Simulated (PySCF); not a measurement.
Structure problem from calculated spectra and properties.

Formula: C7H13NSi.

* UV, strongest line: among the 10 lowest singlet transitions: S10 at 7.40 eV (168 nm, f = 0.026) [TDDFT PBE0/def2-SVPD]
* Rotational structure: rotational constants A, B, C: 2.435, 0.935, 0.777 GHz [PBE0-D3(BJ)/def2-SVP]
* 13C NMR: chemical shifts (computed TMS as zero) by class: 91.4 (1 C), 76.0 (1 C), 41.3 (1 C), 36.0 (1 C), 22.6 (1 C), 18.5 (1 C), 18.4 (1 C) ppm [GIAO PBE0/pcSseg-1]
* UV, first state: lowest singlet excitation: 6.33 eV (196 nm, f = 0.019) [TDDFT PBE0/def2-SVPD]
* Valence photoelectron: vertical ionisation energy: 8.92 eV [ΔSCF PBE0/def2-SVPD]
* NMR, other nuclei: isotropic shieldings of nuclei other than C and H, by class: 250 (1 N), 345 (1 Si) ppm [GIAO PBE0/pcSseg-1]
* Triplet: lowest triplet excitation (Tamm–Dancoff): 5.24 eV [TDA PBE0/def2-SVPD]

The electronic properties come from PySCF, for the isolated species, density fitting. Levels stand in brackets. One conformer (not necessarily the lowest) at the PBE0-D3(BJ)/def2-SVP geometry, without solvent, vibrations or thermal averaging. NMR values are class means; diastereotopic atoms form classes of their own.

Problem. Give a SMILES that accounts for the data.

Solution. Numbering: `[CH:1]#[C:2][C@@H:3]1[CH2:4][Si@@H:5]([NH2:6])[CH2:7][C@@H:8]1[CH3:9]`. Its formula, C7H13NSi, gives 3 degrees of unsaturation: 1 ring and 2 π bonds in the structure found. 7 carbons fall into 7 classes; from least to most shielded: alkyne carbon [C2] (91.4 ppm), terminal alkyne carbon [C1] (76.0 ppm), sp3 CH carbon [C8] (41.3 ppm), propargylic carbon [C3] (36.0 ppm), ring sp3 carbon bound to silicon [C7] (22.6 ppm), ring sp3 carbon bound to silicon [C4] (18.5 ppm), methyl carbon [C9] (18.4 ppm). The other shieldings belong to: 250 ppm, silicon-bound nitrogen [N6]; 345 ppm, SiH silicon [Si5]. The first electron is taken from the HOMO, whose largest Löwdin shares are 0.36 on the silicon-bound nitrogen, 0.12 on the terminal alkyne carbon, 0.11 on the SiH silicon and 0.10 on the alkyne carbon. The optimised geometry has point group C1 and is an asymmetric top. Structure: `C#C[C@@H]1C[Si@@H](N)C[C@@H]1C`. Computed isomers that give other values at the same levels: `CC#C[Si]1(N(C)C)CC1` (13C chemical shifts (computed TMS as zero) by class: 112.8 (1 C), 82.2 (1 C), 41.9 (2 C), 6.0 (1 C), 2.8 (2 C) ppm); `C=C1CC/C1=C\C[SiH2]N` (13C chemical shifts (computed TMS as zero) by class: 155.9 (1 C), 147.6 (1 C), 123.2 (1 C), 107.8 (1 C), 28.7 (1 C), 27.6 (1 C), 18.6 (1 C) ppm); `CCc1cc(C)n([SiH3])c1` (13C chemical shifts (computed TMS as zero) by class: 137.0 (1 C), 134.2 (1 C), 126.7 (1 C), 117.9 (1 C), 23.8 (1 C), 20.0 (1 C), 14.6 (1 C) ppm). The assignments are read from this structure; whether some other isomer fits the data as well wasn't checked. The mirror image fits equally.
